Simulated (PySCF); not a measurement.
# Ionisation energy of Ag³⁰⁺ by level of theory

Ag³⁰⁺ [Ne] 3s2 3p5 [3p1/2^2 3p3/2^3, M_J = 3/2] → Ag³¹⁺ [Ne] 3s2 3p4 [3p1/2^2 3p3/2^2, M_J = 2], as a difference of total energies. Computed with PySCF 2.14 in an even-tempered Gaussian basis (19 s from 4.9 bohr⁻², ratio 2.4; 14 p from 6.4 bohr⁻², ratio 2.4; 5 d from 26 bohr⁻², ratio 2.6; 4 f from 39 bohr⁻², ratio 2.6), with the two-component X2C-1e Hamiltonian. Correlated levels: 1s2 frozen; the 56 highest virtual spinors dropped. "Screened" scales the spin-orbit matrix elements by Boettger's factors to mimic the two-electron term; Breit and QED terms are absent.

| method | ionisation energy (eV) |
| --- | --- |
| GHF (spin-free) | 1826.5 |
| GMP2 (spin-free) | 1827.5 |
| GHF (screened spin-orbit) | 1815.6 |
| GMP2 (screened spin-orbit) | 1816.6 |

Breit and QED terms and the two-electron picture change are absent.

The spin-free rows relax to the high-spin LS determinant and lack the spin-orbit shift.

The labels give the starting determinants; with spin-orbit coupling the two ends relaxed to ⟨J²⟩ = 3.75, ⟨L²⟩ = 2.01, ⟨S²⟩ = 0.76 and ⟨J²⟩ = 6.00, ⟨L²⟩ = 3.00, ⟨S²⟩ = 1.51.

For comparison: 1810.5 ± 1.9 eV (semi-empirical (NIST evaluation); NIST Atomic Spectra Database, ionization energies).
